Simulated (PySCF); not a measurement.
# UHF on Be⁺ (beryllium, charge +1)

Configuration: [He] 2p1, 2P determinant (an excited configuration). All numbers are calculated (PySCF 2.14, the spin-free X2C one-electron Hamiltonian (Gaussian nucleus), in dyall-av3z (15s9p4d2f, 76 functions)).

| Item | Value |
| --- | --- |
| Total energy | -14.133319 hartree |
| One-electron energy | -17.4537 hartree |
| Hartree (Coulomb) energy | 5.8127 hartree |
| Exchange energy | -2.4923 hartree |
| ⟨S²⟩ | 0.7500 |
| ⟨L²⟩ | 2.000 |
| Sum of ⟨r⟩ | 3.200 bohr |
| Sum of ⟨r²⟩ | 7.267 bohr² |
| Traceless quadrupole moment −½Σ⟨3z² − r²⟩ along its main axis | -2.72 e·bohr² |
| Langevin diamagnetic susceptibility | -5.76 ×10⁻⁶ cm³/mol |

| shell | electrons | mean orbital energy (eV) | rms radius, mean of both spins (bohr) |
| --- | --- | --- | --- |
| 1s α | 1 | -140.18 | 0.484 |
| 1s β | 1 | -139.91 | 0.484 |
| 2p α | 1 | -14.148 | 2.61 |

Spin-orbit constants ζ (cm⁻¹) from the X2C one-electron operator on these orbitals: bare nucleus, nucleus screened by l(l+1)(2l+1)/3 electrons, and screened by the Breit-Pauli mean field of the electrons.

```json
{"shell": "2p", "bare": "10.94", "screened nucleus": "5.470", "mean field": "3.731"}
```

To first order the Landé constant is A = 3.731 cm⁻¹, so the lowest level has J = 1/2 and lies 0.000463 eV below the centre of the term.
